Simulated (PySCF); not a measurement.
Mass spectrum arithmetic for C5H6O3

Species: C5H6O3.

Calculated from tabulated atomic weights, isotope masses and abundances; no fragmentation.

Problem. What are the average molar mass and the monoisotopic mass?

Solution. For C5H6O3, with standard atomic weights, 5 × 12.011 + 3 × 15.999 + 6 × 1.008 = 114.100 g/mol. From the most abundant isotopes (12C, 16O, 1H), 5 × 12.000000 + 3 × 15.994915 + 6 × 1.007825 = 114.0317 u.

Problem. What cluster does the molecular ion M+• show when like nominal masses merge?

Solution. 
```json
{"nominal mass": "114", "m/z (centroid)": "114.0311", "relative intensity": "100.0"}
{"nominal mass": "115", "m/z (centroid)": "115.0346", "relative intensity": "5.6"}
{"nominal mass": "116", "m/z (centroid)": "116.0358", "relative intensity": "0.7"}
```

Cut off at 0.1 %. One electron mass, 0.00055 u, is taken off.

Problem. Which m/z would the protonated, sodiated and deprotonated molecule have?

Solution. [M+H]+ 115.0390, [M+Na]+ 137.0209, [M−H]− 113.0244, for the monoisotopic species (arithmetic only; whether such ions form is another matter).

Problem. What resolving power m/Δm just matches the spacing of the species with one 13C and with one 17O?

Solution. They lie 0.00086 u apart at mass 115.04, so m/Δm is about 130000.

Problem. How much CO2 and H2O would complete combustion of 5.00 mg give?

Solution. 43.82 μmol of compound give 9.64 mg CO2 and 2.37 mg H2O.

Problem. Which singly substituted isotopologues are there?

Solution. Intensity in % of the monoisotopic species:

```
isotope  mass shift (u)       m/z  intensity (%)
    13C        +1.00335  115.0345           5.41
    17O        +1.00422  115.0354           0.11
     2H        +1.00628  115.0374           0.07
    18O        +2.00425  116.0354           0.62
```

Species under 0.02 % are left out.
